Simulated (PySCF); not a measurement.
Ge(H)3(OSiH3) (GeH6OSi), SMILES [GeH3][O][SiH3]. Atoms are numbered in the order given.

```xyz
9

Ge     1.1169    -0.1704     0.1146
O     -0.5510    -0.1634    -0.5232
Si    -2.0359     0.3985    -0.0432
H      1.9566    -0.9305    -0.9239
H      1.5919     1.2900     0.2681
H      1.1190    -0.8900     1.4800
H     -2.4396    -0.2004     1.2662
H     -3.0355     0.0244    -1.0804
H     -2.0238     1.8856     0.1123
```

Coordinates come from a B3LYP-D3(BJ)/def2-SVP optimisation. This is a generated structure with no PubChem entry under its InChIKey; it may be hypothetical.

Calculation: TDDFT-PBE/def2-SVPD run with PySCF.

Vertical excitations. Gas-phase values at a fixed geometry.

Q: List the lowest excited states. (Estimate from the structure and the level; the computed values follow.)

A: 
```csv
state,energy (eV),λ (nm),f,main pairs
S1,5.86,212,0.001,HOMO→LUMO 99 %
S2,6.15,201,0.005,HOMO−1→LUMO 99 %
S3,6.53,190,0.023,HOMO→LUMO+1 99 %
S4,6.85,181,0.048,HOMO−1→LUMO+1 98 %
S5,7.23,172,0.000,"HOMO−3→LUMO 41 %, HOMO−2→LUMO 33 %, HOMO→LUMO+2 18 %, HOMO→LUMO+3 8 %"
S6,7.24,171,0.004,"HOMO−2→LUMO 61 %, HOMO−3→LUMO 37 %"
S7,7.27,171,0.007,"HOMO→LUMO+2 78 %, HOMO−3→LUMO 16 %"
S8,7.35,169,0.012,HOMO→LUMO+3 91 %
S9,7.60,163,0.018,HOMO→LUMO+4 96 %
S10,7.61,163,0.022,"HOMO−1→LUMO+3 54 %, HOMO−1→LUMO+2 38 %"
T1,5.58,222,0,HOMO→LUMO 100 %
T2,5.84,212,0,HOMO−1→LUMO 99 %
T3,6.36,195,0,HOMO→LUMO+1 98 %
T4,6.61,188,0,HOMO−1→LUMO+1 97 %
```
Triplets are in the Tamm–Dancoff approximation, which puts them higher than full response would, so one can lie above its singlet here.
